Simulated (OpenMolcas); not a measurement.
**Eu2+ in CsCaBr3: curves along the breathing mode**

Eu2+ with its 6 nearest bromide ions, on the Ca site of CsCaBr3 (a = 5.69 Å, distance in the model lattice 2.845 Å). The rest of the host is ab initio model potentials to 7.6 Å, with orthogonalisation functions on the cations behind the ligands, and point charges beyond; the distance is set by hand and nothing relaxes. Ligand basis ANO-RCC-VDZP.

| Quantity | Value |
| --- | --- |
| Program | OpenMolcas |
| Method | CASSCF |
| Basis | ANO-RCC-VDZP [7s6p4d2f1g] |
| Scalar Hamiltonian | DKH2, point nucleus |
| Active space | 7 electrons in 7 orbitals (4f) |
| State averaging | 2S+1 = 8 odd, 1 root; 2S+1 = 6 odd, 21 roots kept (CI in the orbitals of an earlier block) |
| Spin-orbit coupling | state interaction with AMFI integrals over the reference wave functions |

Spin-free energies (labels of O, the rotations of Oh) in cm-1 above the lowest fitted minimum, as all ligands move together:

```tsv
R (Å)	8A1	6T1	6A1	6T1(2)	6T2	6A2	6T2(2)
2.8	850	37760	40300	40310	40320	40370	40370
2.866	0	36960	39510	39520	39530	39570	39570
2.932	2160	39160	41710	41720	41730	41770	41770
2.998	7360	44400	46960	46970	46970	47010	47010
3.064	15780	52850	55410	55420	55420	55450	55460
3.13	27720	64810	67380	67380	67390	67420	67420
3.196	43650	80750	83320	83330	83330	83360	83370
```

Cubic fits give the following; the wavenumber is harmonic, with the mass of all moving ligands, small differences in it between states hang on the degree of the fit, a number in brackets counts states of one label, and the table is a selection of at most 14 states with clean curves.

```json
{"State": "8A1", "R0 (Å)": "2.851", "Breathing mode (cm-1)": "212", "Minimum (cm-1)": "0"}
{"State": "6T1", "R0 (Å)": "2.850", "Breathing mode (cm-1)": "211", "Minimum (cm-1)": "36950"}
{"State": "6A1", "R0 (Å)": "2.850", "Breathing mode (cm-1)": "211", "Minimum (cm-1)": "39500"}
{"State": "6T1(2)", "R0 (Å)": "2.850", "Breathing mode (cm-1)": "211", "Minimum (cm-1)": "39510"}
{"State": "6T2", "R0 (Å)": "2.850", "Breathing mode (cm-1)": "211", "Minimum (cm-1)": "39520"}
{"State": "6A2", "R0 (Å)": "2.850", "Breathing mode (cm-1)": "211", "Minimum (cm-1)": "39560"}
{"State": "6T2(2)", "R0 (Å)": "2.850", "Breathing mode (cm-1)": "211", "Minimum (cm-1)": "39560"}
{"State": "6E", "R0 (Å)": "2.850", "Breathing mode (cm-1)": "211", "Minimum (cm-1)": "39560"}
{"State": "6T2(3)", "R0 (Å)": "2.850", "Breathing mode (cm-1)": "211", "Minimum (cm-1)": "44360"}
{"State": "6E(2)", "R0 (Å)": "2.850", "Breathing mode (cm-1)": "211", "Minimum (cm-1)": "44380"}
```

For an f ion spin-orbit coupling outweighs the ligand field, so these spin-free curves are not those of observable levels.

No quartet enters the spin-orbit mixing, so the splitting and order within the octet and the sextets are unsound, and g values and χT are rough. No measured value stands beside these numbers.
